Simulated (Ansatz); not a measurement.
A nudged elastic band was laid between two geometries of ClH + H4Si + Zn (8 atoms, charge 0, multiplicity 1).

Level of theory: RKS BLYP-D4/def2-SVP in Ansatz.

```yaml
movable_images: 5
climbing_image: yes
spring: 20.0 eV/Å²
optimiser: quadratic models (default)
start_path: through a guess of the saddle point
force_threshold: 0.03 eV/Å
iteration_limit: 60
end_points: relaxed
```

Image 0:

```xyz
8
Properties=species:S:1:pos:R:3
Zn -2.708 -0.559 -0.717
H -0.693 -1.754 -1.044
Cl 0.522 -2.266 -1.138
H -0.242 -0.122 1.284
Si 0.584 0.909 0.577
H 0.395 2.230 1.265
H 2.032 0.530 0.613
H 0.111 1.032 -0.839
```

Image 6:

```xyz
8
Properties=species:S:1:pos:R:3
Zn -0.866 -0.118 -0.708
H -0.145 -2.912 0.354
Cl -2.073 -1.732 -1.459
H 0.408 -3.105 0.850
Si 0.447 1.664 0.103
H -0.417 2.714 0.744
H 1.430 1.177 1.129
H 1.216 2.311 -1.013
```

Question: Which bonds break or form, and what moves?

Answer: Bonds broken: H2–Cl3, H4–Si5. Bonds formed: Zn1–Cl3, Zn1–Si5, H2–H4. ClH + H4Si + Zn becomes ClH3SiZn + H2.

Question: What energy profile does the band end with?

Answer: The run converged. The highest image is number 3 of 0 to 6, 145.0 kJ/mol above the first end and 241.0 kJ/mol above the last; the last end lies 96.1 kJ/mol below the first. Neighbouring images differ by up to 2.5 eV, so the band resolves the path poorly. The order of the stationary point at the top wasn't checked. The orbitals stay closed-shell, which can raise the energy where a bond breaks towards radicals; this wasn't checked here.

| image | path coordinate (Å) | energy (kJ/mol) | H2–Cl3 (Å) | H4–Si5 (Å) | Zn1–Cl3 (Å) |
| --- | --- | --- | --- | --- | --- |
| 0 | 0.00 | 0.0 | 1.32 | 1.50 | 3.68 |
| 1 | 3.29 | 3.6 | 1.32 | 1.50 | 3.72 |
| 2 | 6.59 | 9.0 | 1.30 | 1.50 | 3.59 |
| 3 | 9.88 | 145.0 | 1.72 | 1.95 | 2.67 |
| 4 | 12.63 | -95.0 | 2.93 | 3.98 | 2.15 |
| 5 | 15.38 | -96.1 | 2.89 | 4.84 | 2.15 |
| 6 | 18.13 | -96.1 | 2.90 | 4.83 | 2.15 |

Question: What is the geometry of the highest image?

Answer: 
```xyz
8
Properties=species:S:1:pos:R:3
Zn 0.009 -0.714 -2.016
H -0.932 -1.341 0.265
Cl -1.568 -2.515 -0.825
H -0.438 -0.619 0.614
Si 0.602 0.998 0.321
H 1.416 0.541 1.496
H 1.508 1.835 -0.544
H -0.598 1.815 0.689
```

Time of the run: 4.5 min on 2 threads of Arm Neoverse V1, on a shared host, peak memory 0.14 GiB.
